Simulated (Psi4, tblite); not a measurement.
Two rigid molecules brought together: C3H8 ··· H4O4Si (SMILES CCC and O[Si](O)(O)O). Monomers: optimised at B3LYP-D3(BJ) (def2-TZVP), held rigid. Orientation: lowest of the rigid-body minima from ten starts at GFN2-xTB. Only R, the distance of the centres of mass, is varied, so the lowest point isn't the relaxed dimer.

- GFN2-xTB (tblite)
- SAPT0/jun-cc-pVDZ, frozen core (Psi4)

Interaction energies in kJ/mol:

```csv
R / Å,GFN2-xTB
3.59,6.75
3.77,-7.78
4.00,-15.22
4.19,-16.43
4.42,-15.28
4.59,-13.70
4.89,-10.67
5.20,-7.93
5.68,-4.87
6.36,-2.45
7.37,-0.99
8.68,-0.40
```

Question: Predict the corresponding SAPT0/jun-cc-pVDZ column.

Answer: 3.59: 32.95; 3.77: 13.74; 4.00: 1.30; 4.19: -3.23; 4.42: -5.20; 4.59: -5.39; 4.89: -4.68; 5.20: -3.59; 5.68: -2.19; 6.36: -1.05; 7.37: -0.38; 8.68: -0.13 (kJ/mol).
